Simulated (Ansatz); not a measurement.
`F[CH]1[BH][Al]1[F]` + H₂ → `[F][Al]1[BH][CH2]1` + H–F at 500 K and 1 bar (hydrogenolysis of a C–F bond).

Program: Ansatz. Geometries: PBE0-D4/def2-TZVP. ΔE: electronic, gas phase. CCSD(T)/CBS is the MP2 limit (def2-TZVPP, def2-QZVPP) plus CCSD(T) − MP2 in def2-TZVPP, frozen cores. This one scheme is used for every species.

| species | CCSD(T)/CBS energy (Eh) | H − E (kJ/mol) | S (J/(mol·K)) |
| --- | --- | --- | --- |
| `F[CH]1[BH][Al]1[F]` | -505.64841 | 125.2 | 387.4 |
| H₂ | -1.17544 | 41.0 | 145.5 |
| `[F][Al]1[BH][CH2]1` | -406.47307 | 139.4 | 353.9 |
| H–F | -100.39570 | 39.4 | 188.7 |

H − E and S are ideal-gas, rigid-rotor, harmonic terms from PBE0-D4/def2-TZVP. The MP2-based limit puts H₂ 0.8 mEh under its directly extrapolated value; such offsets cancel only in part. 1 Eh = 2625.50 kJ/mol, R = 8.31446 J/(mol·K).

Task: By hand: ΔE, ΔH, ΔS and ΔG.

Result: ΔE = (-406.47307) + (-100.39570) − (-505.64841) − (-1.17544) = -0.04492 Eh = -117.9 kJ/mol. Δ(H − E) = 139.4 + 39.4 − 125.2 − 41.0 = 12.6, so ΔH = -105.3 kJ/mol. ΔS = 353.9 + 188.7 − 387.4 − 145.5 = 9.7 J/(mol·K). ΔG = -105.3 − 500 × (9.7)/1000 = -110.1 kJ/mol.

Task: By hand: the equilibrium constant, and the temperature at which ΔG would vanish if ΔH and ΔS stayed fixed.

Result: log₁₀ K = −ΔG/(RT ln 10) = 11.5. ΔH and −TΔS have one sign here, so there is no such temperature.

The number of gas molecules stays the same, so ΔS is small and ΔH decides. A doubt of 5 kJ/mol in ΔE shifts log₁₀ K by 0.5 here. These are equilibria of isolated gas molecules and say nothing of rates. Largest T1 diagnostic: 0.015 (customary marks: 0.02 for closed shells, 0.045 for open ones).
